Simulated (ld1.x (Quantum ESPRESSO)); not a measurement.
**tin (Sn): one change to a TM potential, before and after**

ld1.x (Quantum ESPRESSO) 7.5 input, shortened:

```
&input
   title='Sn', zed=50., rel=1, dft='PBE', iswitch=3,
   config='[Kr] 4d10 5s1 5p3'
 /
 &inputp
   pseudotype=2, tm=.true., lloc=2,
   nlcc=.false.
 /
3
4S  1  0   2.00   0.00  0.75  0.75  0.0
4P  2  1   6.00   0.00  1.35  1.35  0.0
4D  3  2  10.00   0.00  1.10  1.10  0.0
 &test
   configts(1)='4s2 4p6 4d10 5s1 5p3'
 /
```

Occupied shells without a wave of their own: 5p, 5s. They enter only through the test configuration that unscreens the potential.

Change: wave 4p (bound): rc 1.35 bohr becomes 4p (bound): rc 1.14 bohr.

Cutoffs: the cutoffs (Ry, on a coarse ladder) from which the occupation-weighted sum of valence levels, in a spherical-Bessel basis at the reference potential, stays within 10 and 1 mRy of its value at 400 Ry; they do not see the model core or the augmentation charge, which bear on the density cutoff. Errors are all-electron minus pseudo energies relative to the spin-unpolarised reference configuration.

Task: Predict the effect on cutoff, ghosts and configuration errors.

Result: Of the 7 tests that both files solve, the error grows in 3 and shrinks in 4 by more than 15 % and 0.3 meV (median size 67.3 → 75.5 meV); neither file shows a bound ghost.

```csv
quantity,base,changed
"cutoff, loose",260 Ry,260 Ry
"cutoff, tight",over 300 Ry,over 300 Ry
loose cutoff by channel (10 mRy a level),"s 180 Ry, p 40 Ry, d 80 Ry","s 180 Ry, p 80 Ry, d 80 Ry"
bound ghosts,none,none
"largest miss of a reference level, eV",0.13,0.13
"error for 4s2 4p6 4d10 5s2 5p2, meV [ΔE -6.98 eV]",+23,+74
"error for 4s2 4p6 4d10 5s2 5p1, meV [ΔE -0.10 eV]",-144,-6.7
"error for 4s2 4p6 4d10 5s2 5p0, meV [ΔE 13.85 eV]",-412,-138
"error for 4s2 4p5 4d10 5s2 5p2, meV [ΔE 90.54 eV]",-67,+40
"error for 4s2 4p6 4d10 5s0 5p4, meV [ΔE 7.21 eV]",-14,-75
"error for 4s2 4p6 4d10 5s0 5p0, meV [ΔE 85.95 eV]",-1238,-759
"error for 4s2 4p6 4d10 5s2 5p2.3, meV [ΔE -7.83 eV]",+55,+89
```

Base: The 5p, 5s levels have no wave, so the channel is fitted at the deeper level alone: the likely source of the large errors. Changed file: The 5p, 5s levels have no wave, so the channel is fitted at the deeper level alone: the likely source of the large errors.
